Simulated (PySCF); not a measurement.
Simulated Si 1s region for `[SiH3][N-][SiH2]P`, binding energy against the vacuum level.

Every computed line was given a Gaussian of 0.5 eV full width at half maximum and an area set by the number of equivalent atoms; the highest printed point is 100. Method used: delta-SCF UKS SCAN, pcX-2 on the ionised atom, pcseg-1 elsewhere, spin-free X2C in PySCF 2.14.0.

binding energy (eV), intensity and a bar:
```
   1840.9          0 
   1841.0          1 
   1841.1          5 #
   1841.2         14 ####
   1841.3         31 #########
   1841.4         58 #################
   1841.5         85 #########################
   1841.6        100 ##############################
   1841.7         94 ############################
   1841.8         72 #####################
   1841.9         43 #############
   1842.0         21 ######
   1842.1          8 ##
   1842.2          3 #
   1842.3          1
```

Q: How many maxima does the curve show, and how many computed lines lie under it?

A: The curve has 1 maximum (at 1841.6 eV). Under it lie 2 lines from 2 inequivalent silicon sites. At this width some lines have no maximum of their own.

Q: Decompose the envelope and assign each component. Numbering: `[SiH3:1][N-:2][SiH2:3][PH2:4]`.

A: 
```csv
position (eV),relative area,line,atoms,environment
1841.62,1,Si 1s,Si3,SiH2 silicon
1841.63,1,Si 1s,Si1,SiH3 silicon
```

Q: What are the centre and the root-mean-square width of the whole band?

A: The area-weighted mean of the lines is 1841.62 eV. Their own spread about it is 0.01 eV (rms) and each Gaussian has σ = 0.5/2.355 = 0.21 eV; the variances add, which gives 0.21 eV.

Q: Above which line width would these two lines show one maximum?

A: Two equal Gaussians merge once their distance is under 2σ = FWHM/1.177. With 0.01 eV between them that is a full width over 0.01 eV.

The 2 Si 1s values lie within 0.01 eV of each other; Gaussian lines of 0.5 eV full width would blend them into one maximum.

The curve has no shake-up lines and no vibrational structure. The species carries charge -1, so core ionisation leaves a neutral species. The basis sets have no added diffuse functions. Isolated species at its PBE0-D3(BJ)/def2-SVP geometry (one conformer only).

Conformer computed: `[SiH3:1][N-:2][SiH2:3][PH2:4]`: Si1–N2–Si3–P4 -44°, H–P4–Si3–N2 -43°, H–P4–Si3–N2 50°.
